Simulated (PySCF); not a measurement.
A structure optimised at PBE-D3(BJ)/def2-SVP, used in a PySCF frequency run:

```
Mo
O 1 1.8773
H 2 0.9783 1 119.64
S 1 2.1240 2 112.09 3 28.47
S 1 2.1284 2 108.96 3 152.12
S 1 2.3274 2 111.48 3 -86.95
H 6 1.3676 1 94.94 2 -77.33
```

Problem. Write its SMILES and formula.

Solution. [OH][Mo](=[S])(=[S])[SH], H2MoOS3

Problem. What are its rotational constants (standard atomic weights)?

Solution. 1.6422, 1.5434, 1.2207 GHz
